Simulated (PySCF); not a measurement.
Dissociation curve of SMILES O=[SiH2] (H2OSi). The O1–Si2 bond (O1 also carries nothing else; Si2 carries H, H) is stretched with both fragments frozen at the PBE0/def2-TZVP optimised geometry.

- RKS-LDA (SVWN5) = restricted LDA (SVWN5)/6-31G (PySCF)
- RCCSD = CCSD on RHF/6-31G, 6 core orbitals frozen in PySCF 2.14.0
- UHF/6-31G (PySCF)
- UCCSD = CCSD on UHF/6-31G, 6 core orbitals frozen (PySCF)

Energies are in mEh, each relative to the lowest point of its own curve near equilibrium.

```csv
R / Å,RKS-LDA (SVWN5),RCCSD,UHF,UCCSD
1.21,269.5,282.2,258.3,283.1
1.28,158.4,167.6,148.5,168.5
1.36,77.7,83.8,70.4,84.7
1.43,35.5,39.5,31.2,40.4
1.46,23.4,26.6,20.6,27.6
1.52,7.7,9.5,8.1,10.4
1.56,2.3,3.3,3.4,3.8
1.61,0.0,0.0,0.2,0.0
1.68,3.1,1.9,0.0,1.2
1.74,?,7.8,3.0,6.6
1.88,35.6,31.2,?,28.6
2.04,72.1,64.2,37.5,60.8
2.26,123.1,106.1,56.2,102.7
2.48,?,140.4,64.5,134.1
2.74,211.1,—,68.3,155.7
3.04,—,—,69.9,166.0
3.31,—,—,70.4,169.1
3.67,—,—,?,170.6
4.14,—,—,70.4,?
4.56,—,—,?,171.0
5.32,—,—,70.8,171.3
```

**Question.** Fill in the missing entries.

**Answer.** 
- 1.74, RKS-LDA (SVWN5): 10.0
- 1.88, UHF: 17.2
- 2.48, RKS-LDA (SVWN5): 168.1
- 3.67, UHF: 70.6
- 4.14, UCCSD: 170.8
- 4.56, UHF: 70.5

A dash means that the run gave no value there, or that the column was ended at a point which the program doubted or which failed a test of continuity chosen for this set; such a test can also cut sound points.

The restricted form behind RKS-LDA (SVWN5) keeps the bonding electrons paired and can't separate into open-shell fragments. The T1 diagnostic of CCSD on the restricted reference of RCCSD exceeds 0.045 at 1.88 to 2.74 Å. The unrestricted determinant behind UHF, UCCSD is spin-contaminated at 1.52 to 5.32 Å (<S²> up to 2.0, against 0.00 for a pure singlet).
